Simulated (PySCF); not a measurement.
PySCF input file for Al(OH)(PH2)2 (AlH5OP2), SMILES [PH2][Al]([OH])[PH2], TDDFT-PBE/def2-SVPD. Coordinates come from a B3LYP-D3(BJ)/def2-SVP optimisation. The structure was generated by enumeration; whether it is a known compound was not checked. One conformer was computed; it need not be the lowest.

```python
import numpy as np
from pyscf import gto, scf, dft, tdscf

mol = gto.M(
    atom='''
    Al    0.32802061   -0.18926812   -0.10701762
    O     1.77303635   -0.90988383   -0.66101958
    H     2.48086043   -1.30486660   -0.14460700
    P    -0.12659061    0.05427582    2.18146597
    H     0.27234410   -1.28582372    2.48812532
    H    -1.50577389   -0.28540387    2.01382023
    P    -0.98066169    0.78652981   -1.77445475
    H    -2.20828610    0.37012656   -1.16883441
    H    -0.87891869   -0.36656042   -2.61428671
    ''',
    basis='def2-SVPD',
    charge=0,
    spin=0,
    max_memory=1600,
    verbose=4,
)
mf = dft.RKS(mol, xc='pbe').density_fit(auxbasis='def2-universal-jkfit')
mf.grids.level = 3
mf.conv_tol = 1e-9
mf.max_cycle = 100
mf.kernel()
mf.grids = dft.Grids(mol).set(level=1).build(with_non0tab=True)  # coarser grid for the response kernel
td = tdscf.TDDFT(mf)
td.singlet = True
td.nstates = 10
td.conv_tol = 1e-4
td.positive_eig_threshold = 1e-6
td.kernel(x0=td.get_init_guess(mf, 15))
td.analyze()
tt = tdscf.TDA(mf)
tt.singlet = False
tt.nstates = 4
tt.conv_tol = 1e-4
tt.positive_eig_threshold = 1e-6
tt.kernel(x0=tt.get_init_guess(mf, 9))
tt.analyze(verbose=3)
```

Log of the run:

```
PySCF version 2.14.0

[INPUT] verbose = 4
[INPUT] num. atoms = 9
[INPUT] num. electrons = 56
[INPUT] charge = 0
[INPUT] spin (= nelec alpha-beta = 2S) = 0
[INPUT] symmetry False subgroup None
[INPUT] Mole.unit = angstrom
[INPUT] Symbol           X                Y                Z      unit          X                Y                Z       unit  Magmom
[INPUT]  1 Al     0.328020610000  -0.189268120000  -0.107017620000 AA    0.619869116113  -0.357664910911  -0.202233992303 Bohr   0.0
[INPUT]  2 O      1.773036350000  -0.909883830000  -0.661019580000 AA    3.350553110398  -1.719431243870  -1.249145969175 Bohr   0.0
[INPUT]  3 H      2.480860430000  -1.304866600000  -0.144607000000 AA    4.688146765971  -2.465840503092  -0.273267625695 Bohr   0.0
[INPUT]  4 P     -0.126590610000   0.054275820000   2.181465970000 AA   -0.239221582842   0.102566434986   4.122373233359 Bohr   0.0
[INPUT]  5 H      0.272344100000  -1.285823720000   2.488125320000 AA    0.514655760641  -2.429854675269   4.701875418396 Bohr   0.0
[INPUT]  6 H     -1.505773890000  -0.285403870000   2.013820230000 AA   -2.845500257621  -0.539335149191   3.805568698809 Bohr   0.0
[INPUT]  7 P     -0.980661690000   0.786529810000  -1.774454750000 AA   -1.853182014953   1.486325929706  -3.353233497934 Bohr   0.0
[INPUT]  8 H     -2.208286100000   0.370126560000  -1.168834410000 AA   -4.173055933684   0.699437829827  -2.208776919868 Bohr   0.0
[INPUT]  9 H     -0.878918690000  -0.366560420000  -2.614286710000 AA   -1.660915609862  -0.692698801906  -4.940285892990 Bohr   0.0

nuclear repulsion = 242.229487286793
number of shells = 59
number of NR pGTOs = 209
number of NR cGTOs = 135
basis = def2-SVPD
ecp = {}


[settings echo left out]
init E= -1002.52870898121
  HOMO = -0.264917494636842  LUMO = -0.0884491102083538  gap/eV = 4.80195
cycle= 1 E= -1002.41178726142  delta_E= 0.117  |g|= 0.867  |ddm|= 3.35
  HOMO = -0.0983371741849384  LUMO = -0.0315516315880551  gap/eV = 1.81733
cycle= 2 E= -1000.89595937124  delta_E= 1.52  |g|= 2.58  |ddm|= 3.22
  HOMO = -0.191534848693449  LUMO = -0.0556975663697954  gap/eV = 3.69632
cycle= 3 E= -1002.54824334137  delta_E= -1.65  |g|= 0.221  |ddm|= 2.49
  HOMO = -0.233202738170447  LUMO = -0.0622057964256504  gap/eV = 4.65306
cycle= 4 E= -1002.55868359962  delta_E= -0.0104  |g|= 0.161  |ddm|= 0.744
  HOMO = -0.220851170145777  LUMO = -0.0649939610742494  gap/eV = 4.24109
cycle= 5 E= -1002.56795472805  delta_E= -0.00927  |g|= 0.0386  |ddm|= 0.34
  HOMO = -0.218605928155335  LUMO = -0.0610748631178066  gap/eV = 4.28664
cycle= 6 E= -1002.56847915222  delta_E= -0.000524  |g|= 0.0112  |ddm|= 0.0723
  HOMO = -0.218806342918629  LUMO = -0.0620575870291091  gap/eV = 4.26535
cycle= 7 E= -1002.56852201773  delta_E= -4.29e-05  |g|= 0.00304  |ddm|= 0.0191
  HOMO = -0.218751235027219  LUMO = -0.061912310806401  gap/eV = 4.26780
cycle= 8 E= -1002.56852543174  delta_E= -3.41e-06  |g|= 0.000959  |ddm|= 0.00653
  HOMO = -0.218752860278962  LUMO = -0.0619179117362858  gap/eV = 4.26770
cycle= 9 E= -1002.56852573301  delta_E= -3.01e-07  |g|= 0.000192  |ddm|= 0.00168
  HOMO = -0.218764546885228  LUMO = -0.0619244859857235  gap/eV = 4.26784
cycle= 10 E= -1002.56852574088  delta_E= -7.86e-09  |g|= 6.66e-05  |ddm|= 0.000391
  HOMO = -0.218761840515834  LUMO = -0.0619241331387763  gap/eV = 4.26777
cycle= 11 E= -1002.56852574235  delta_E= -1.48e-09  |g|= 2.64e-05  |ddm|= 0.00018
  HOMO = -0.218761212683188  LUMO = -0.0619238330848266  gap/eV = 4.26776
cycle= 12 E= -1002.56852574264  delta_E= -2.91e-10  |g|= 2.69e-06  |ddm|= 5.79e-05
  HOMO = -0.218760901718454  LUMO = -0.061923684633975  gap/eV = 4.26776
Extra cycle  E= -1002.56852574265  delta_E= -2.27e-12  |g|= 3.84e-06  |ddm|= 1.34e-05
converged SCF energy = -1002.56852574265
tot grids = 36720
Overwritten attributes  positive_eig_threshold  of <class 'pyscf.tdscf.rks.CasidaTDDFT'>


******** <class 'pyscf.tdscf.rks.CasidaTDDFT'> for <class 'pyscf.df.df_jk.DFRKS'> ********
nstates = 10 singlet
deg_eia_thresh = 1.000e-03
wfnsym = None
conv_tol = 0.0001
eigh lindep = 1e-12
eigh level_shift = 0
eigh max_cycle = 100


Excitation energies (eV)
[4.5887325  4.73202597 5.16269479 5.52379126 5.58393309 5.88564175
 5.91825156 6.05840388 6.06371864 6.13321716]

** Singlet excitation energies and oscillator strengths **
Excited State   1:      4.58873 eV    270.19 nm  f=0.0334
      28 -> 29        0.62772
      28 -> 30        0.28394
      28 -> 31       -0.11996
Excited State   2:      4.73203 eV    262.01 nm  f=0.0615
      28 -> 29       -0.22883
      28 -> 30        0.62522
      28 -> 31        0.22009
Excited State   3:      5.16269 eV    240.15 nm  f=0.1147
      28 -> 29       -0.16380
      28 -> 30        0.14404
      28 -> 31       -0.64774
      28 -> 32        0.13961
Excited State   4:      5.52379 eV    224.45 nm  f=0.0087
      27 -> 29        0.21943
      27 -> 30        0.66687
Excited State   5:      5.58393 eV    222.04 nm  f=0.0500
      27 -> 29       -0.62476
      27 -> 30        0.22391
      27 -> 31        0.15238
Excited State   6:      5.88564 eV    210.66 nm  f=0.0231
      26 -> 29       -0.35925
      27 -> 31        0.11274
      28 -> 32        0.57498
Excited State   7:      5.91825 eV    209.49 nm  f=0.0199
      27 -> 29        0.12284
      27 -> 31        0.47036
      28 -> 32       -0.11690
      28 -> 33       -0.48684
Excited State   8:      6.05840 eV    204.65 nm  f=0.0114
      25 -> 29       -0.10222
      27 -> 31        0.46962
      28 -> 33        0.49174
Excited State   9:      6.06372 eV    204.47 nm  f=0.0109
      26 -> 29       -0.49263
      26 -> 30        0.12884
      28 -> 32       -0.24443
      28 -> 34       -0.39771
Excited State  10:      6.13322 eV    202.15 nm  f=0.0571
      26 -> 29        0.30961
      26 -> 30       -0.16479
      28 -> 32        0.16029
      28 -> 34       -0.56046

** Transition electric dipole moments (AU) **
state          X           Y           Z        Dip. S.      Osc.
  1        -0.1093      0.0951     -0.5256      0.2973      0.0334
  2         0.1225     -0.0972      0.7113      0.5304      0.0615
  3         0.1872     -0.1610      0.9198      0.9070      0.1147
  4         0.0619      0.2052      0.1345      0.0640      0.0087
  5        -0.2264      0.5555      0.0764      0.3656      0.0500
  6        -0.0739      0.0476     -0.3909      0.1605      0.0231
  7         0.0715     -0.3615      0.0360      0.1371      0.0199
  8         0.1573     -0.2257     -0.0310      0.0766      0.0114
  9         0.0481      0.0643      0.2586      0.0733      0.0109
 10        -0.1077      0.2010     -0.5727      0.3801      0.0571

** Transition velocity dipole moments (imaginary part, AU) **
state          X           Y           Z        Dip. S.      Osc.
  1        -0.0180      0.0160     -0.0876      0.0083      0.0326
  2         0.0211     -0.0174      0.1269      0.0168      0.0646
  3         0.0377     -0.0330      0.1828      0.0359      0.1262
  4         0.0149      0.0507      0.0290      0.0036      0.0119
  5        -0.0452      0.1200      0.0159      0.0167      0.0542
  6        -0.0158      0.0103     -0.0869      0.0079      0.0244
  7         0.0145     -0.0814      0.0082      0.0069      0.0212
  8         0.0342     -0.0520     -0.0059      0.0039      0.0117
  9         0.0119      0.0157      0.0582      0.0038      0.0113
 10        -0.0270      0.0458     -0.1324      0.0204      0.0602

** Transition magnetic dipole moments (imaginary part, AU) **
state          X           Y           Z
  1        -0.8822      0.4539      0.2084
  2         0.4486      0.1082     -0.0612
  3         0.6551     -0.0965     -0.1258
  4         0.0389      0.0664      0.0986
  5         0.1566     -0.0928      0.5379
  6         0.0243     -0.3707     -0.1127
  7        -0.0626      0.1860     -0.0652
  8         0.1008      0.0782      0.2399
  9        -0.2939      0.6908      0.1690
 10         0.1526      0.5551      0.1275
Overwritten attributes  positive_eig_threshold  of <class 'pyscf.tdscf.rks.TDA'>


******** <class 'pyscf.tdscf.rks.TDA'> for <class 'pyscf.df.df_jk.DFRKS'> ********
nstates = 4 triplet
deg_eia_thresh = 1.000e-03
wfnsym = None
conv_tol = 0.0001
eigh lindep = 1e-12
eigh level_shift = 0
eigh max_cycle = 100


Excitation energies (eV)
[3.93574376 4.48907305 4.66027999 4.77933791]

** Triplet excitation energies and oscillator strengths **
Excited State   1:      3.93574 eV    315.02 nm  f=0.0000
Excited State   2:      4.48907 eV    276.19 nm  f=0.0000
Excited State   3:      4.66028 eV    266.04 nm  f=0.0000
Excited State   4:      4.77934 eV    259.42 nm  f=0.0000
```

Self-consistency was reached.

Cost: very roughly 60 core-seconds.
